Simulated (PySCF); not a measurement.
# Excitation energy of Rh by level of theory

Rh [Kr] 4d8 5s1 (4F) → Rh [Kr] 4d7 5s1 6s1 (6F), as a difference of total energies. All numbers are calculated (PySCF 2.14, scalar relativity through the core potential, in aug-cc-pVDZ-PP with ECP28MDF). Correlated levels: valence: 4s2 4p6 frozen. The calculations carry no spin-orbit coupling.

| method | excitation energy (eV) |
| --- | --- |
| UHF | 5.364 |
| LDA | 7.517 |
| PBE | 7.192 |
| PBE0 | 6.965 |
| r2SCAN | 7.064 |
| wB97M-V | 7.032 |
| M06-2X | 7.185 |
| r2SCAN0 | 6.928 |
| BP86 | 7.348 |
| MP2 (valence) | 6.872 |
| SCS-MP2 (valence) | 6.967 |

Q: How much does correlation contribute at MP2 (valence)?

A: 6.872 − (5.364) = 1.508 eV, measured against UHF.

The promoted electron is Rydberg-like, and one or two diffuse shells describe it only roughly, which tends to raise the upper state.
